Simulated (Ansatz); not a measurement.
Steps of a relaxation of C$_{2}$H$_{5}$CuN$_{2}$, SMILES `CC#[N+][Cu-][NH2]` with RKS PBE0-D4/def2-TZVP.

```sh
$ ansatz run in.yaml --threads 4 --pin off --events-out ev --progress --plain --max-ram 10444MiB
```

```yaml
crystal:
  periodic: [false, false, false]
  atoms:
    - {symbol: C, position_ang: [-0.817790, -1.928250, 1.581780]}
    - {symbol: C, position_ang: [-0.211480, -0.942730, 0.742530]}
    - {symbol: N, position_ang: [0.313070, -0.151950, 0.076400]}
    - {symbol: Cu, position_ang: [0.652950, 1.140600, -0.971210]}
    - {symbol: N, position_ang: [0.945050, 2.500410, -2.036300]}
    - {symbol: H, position_ang: [-0.526020, -1.763240, 2.619490]}
    - {symbol: H, position_ang: [-1.902260, -1.848270, 1.500970]}
    - {symbol: H, position_ang: [-0.510870, -2.929600, 1.276670]}
    - {symbol: H, position_ang: [0.241350, 2.936220, -2.612830]}
    - {symbol: H, position_ang: [1.816010, 2.986810, -2.177490]}
basis:
  gaussian: {orbitals: def2-TZVP}
hamiltonian: {xc: pbe0, dispersion: d4}
relax: {f_tol: 0.005, max_steps: 150}
```

Positions (Å) and forces (eV/Å) along the path, 11 of 11 steps:

```xyz
10
step=1 energy=-49765.7783 eV
C    -0.818   -1.928    1.582   -0.170   -0.218    0.175
C    -0.211   -0.943    0.743    0.905    0.884   -0.763
N     0.313   -0.152    0.076   -1.293   -2.269    1.877
Cu    0.653    1.141   -0.971    0.528    0.948   -0.771
N     0.945    2.500   -2.036    0.089    0.904   -0.751
H    -0.526   -1.763    2.619   -0.012   -0.025    0.065
H    -1.902   -1.848    1.501   -0.068   -0.052    0.045
H    -0.511   -2.930    1.277   -0.007   -0.051    0.009
H     0.241    2.936   -2.613    0.029   -0.044    0.049
H     1.816    2.987   -2.177   -0.002   -0.078    0.065
10
step=2 energy=-49765.8760 eV
C    -0.823   -1.944    1.595   -0.104   -0.100    0.090
C    -0.219   -0.945    0.755    0.343    0.091   -0.068
N     0.296   -0.154    0.096   -0.691   -1.058    0.826
Cu    0.660    1.149   -0.990    0.384    0.695   -0.491
N     0.964    2.506   -2.088    0.026    0.525   -0.514
H    -0.535   -1.784    2.635    0.005    0.000    0.009
H    -1.910   -1.878    1.518   -0.008   -0.010    0.007
H    -0.509   -2.944    1.288    0.008    0.000   -0.008
H     0.249    2.981   -2.619    0.044   -0.069    0.075
H     1.828    3.014   -2.191   -0.008   -0.075    0.074
10
step=3 energy=-49765.9312 eV
C    -0.833   -1.971    1.622   -0.014    0.033   -0.015
C    -0.243   -0.950    0.784    0.079   -0.173    0.199
N     0.251   -0.148    0.129   -0.229   -0.138   -0.097
Cu    0.678    1.155   -1.053    0.070    0.271    0.100
N     1.022    2.448   -2.261    0.283    1.675   -0.592
H    -0.537   -1.820    2.663    0.007    0.012   -0.033
H    -1.923   -1.923    1.557    0.039    0.018   -0.014
H    -0.505   -2.961    1.299    0.005    0.039   -0.005
H     0.263    3.070   -2.599    0.584   -0.797    0.414
H     1.827    3.100   -2.142   -0.827   -0.940    0.042
10
step=4 energy=-49765.9841 eV
C    -0.833   -1.969    1.631    0.011    0.020   -0.035
C    -0.246   -0.975    0.760    0.132   -0.086    0.083
N     0.242   -0.193    0.076   -0.225    0.071   -0.054
Cu    0.670    1.173   -1.066    0.043    0.000    0.073
N     1.033    2.468   -2.277    0.099    0.387   -0.210
H    -0.530   -1.787    2.665    0.000    0.006   -0.038
H    -1.922   -1.922    1.568    0.023    0.009   -0.005
H    -0.504   -2.967    1.333   -0.004    0.026    0.009
H     0.279    3.074   -2.584   -0.040   -0.202    0.084
H     1.811    3.098   -2.106   -0.039   -0.232    0.094
10
step=5 energy=-49766.0023 eV
C    -0.812   -1.980    1.637    0.029    0.029    0.025
C    -0.290   -0.961    0.759   -0.067   -0.011   -0.043
N     0.098   -0.145    0.052    0.000   -0.039    0.055
Cu    0.604    1.192   -1.075    0.109    0.377   -0.345
N     1.077    2.466   -2.317   -0.073   -0.276    0.226
H    -0.487   -1.784    2.660   -0.005   -0.034    0.019
H    -1.904   -1.969    1.603    0.007   -0.001    0.000
H    -0.456   -2.964    1.327    0.010   -0.009    0.007
H     0.319    3.081   -2.599    0.082   -0.018    0.057
H     1.852    3.064   -2.049   -0.092   -0.017   -0.001
10
step=6 energy=-49766.0113 eV
C    -0.803   -1.979    1.641    0.003   -0.005    0.001
C    -0.330   -0.950    0.747   -0.007    0.011   -0.004
N     0.038   -0.129    0.035   -0.003   -0.006   -0.006
Cu    0.567    1.204   -1.101    0.000    0.038   -0.015
N     1.093    2.453   -2.316    0.000    0.019    0.007
H    -0.459   -1.779    2.657    0.003    0.001    0.000
H    -1.895   -2.000    1.634    0.005   -0.001    0.001
H    -0.428   -2.953    1.322    0.001   -0.001    0.002
H     0.359    3.087   -2.609   -0.013   -0.027    0.000
H     1.857    3.047   -2.011    0.012   -0.029    0.015
10
step=7 energy=-49766.0119 eV
C    -0.799   -1.980    1.641    0.000    0.003    0.004
C    -0.345   -0.946    0.742   -0.002   -0.009   -0.002
N     0.012   -0.123    0.027   -0.004    0.010   -0.001
Cu    0.549    1.211   -1.104    0.000   -0.003   -0.005
N     1.100    2.451   -2.314    0.000    0.001    0.004
H    -0.446   -1.774    2.653    0.000   -0.002    0.002
H    -1.890   -2.012    1.645    0.001   -0.001    0.002
H    -0.416   -2.950    1.321    0.002    0.002   -0.002
H     0.372    3.089   -2.616    0.002    0.001   -0.002
H     1.864    3.035   -1.995    0.001   -0.001    0.000
10
step=8 energy=-49766.0100 eV rejected
C    -0.797   -1.977    1.647   -0.005   -0.091   -0.109
C    -0.351   -0.951    0.734    0.054    0.239    0.034
N     0.000   -0.119    0.024   -0.045   -0.159    0.064
Cu    0.544    1.210   -1.108   -0.012    0.006    0.005
N     1.103    2.451   -2.314    0.003   -0.006   -0.001
H    -0.445   -1.780    2.661    0.032    0.060   -0.044
H    -1.888   -2.016    1.651   -0.007   -0.007    0.002
H    -0.409   -2.942    1.316   -0.024   -0.046    0.049
H     0.377    3.090   -2.619    0.000    0.002   -0.001
H     1.867    3.034   -1.991    0.003    0.001    0.001
10
step=9 energy=-49766.0120 eV
C    -0.798   -1.980    1.642   -0.007    0.004    0.001
C    -0.348   -0.946    0.741   -0.003   -0.004   -0.001
N     0.006   -0.122    0.025   -0.003    0.005   -0.001
Cu    0.544    1.211   -1.105    0.000   -0.002   -0.002
N     1.101    2.451   -2.314    0.000    0.000    0.002
H    -0.444   -1.772    2.653    0.006   -0.007   -0.001
H    -1.889   -2.015    1.649   -0.001    0.001   -0.002
H    -0.414   -2.950    1.320    0.006    0.003    0.005
H     0.376    3.090   -2.618    0.001    0.001   -0.001
H     1.866    3.034   -1.992    0.001   -0.001    0.000
10
step=10 energy=-49766.0121 eV
C    -0.795   -1.981    1.643    0.003    0.000   -0.004
C    -0.362   -0.943    0.738    0.004    0.010   -0.003
N    -0.019   -0.117    0.019   -0.004   -0.013    0.007
Cu    0.529    1.214   -1.110    0.000    0.001    0.003
N     1.107    2.450   -2.312    0.000    0.001    0.002
H    -0.433   -1.770    2.651   -0.005    0.005   -0.001
H    -1.886   -2.027    1.659    0.007   -0.001    0.002
H    -0.403   -2.947    1.319   -0.005    0.000   -0.004
H     0.390    3.094   -2.626    0.003   -0.001    0.001
H     1.872    3.027   -1.981   -0.004   -0.001   -0.002
10
step=11 energy=-49766.0121 eV
C    -0.795   -1.981    1.643   -0.001    0.001   -0.002
C    -0.360   -0.943    0.739   -0.001   -0.001    0.002
N    -0.014   -0.118    0.021    0.000    0.001    0.000
Cu    0.531    1.214   -1.108    0.000   -0.001    0.000
N     1.106    2.450   -2.313    0.000    0.002    0.001
H    -0.435   -1.771    2.651    0.000   -0.001   -0.001
H    -1.886   -2.025    1.657    0.002    0.000    0.000
H    -0.405   -2.947    1.319    0.000    0.001    0.001
H     0.387    3.093   -2.625    0.000   -0.001    0.000
H     1.871    3.028   -1.984   -0.001   -0.001   -0.001
```

Run time 23 s (4 threads of an Intel Xeon 6975P-C on a shared host); peak host memory 0.57 GiB.
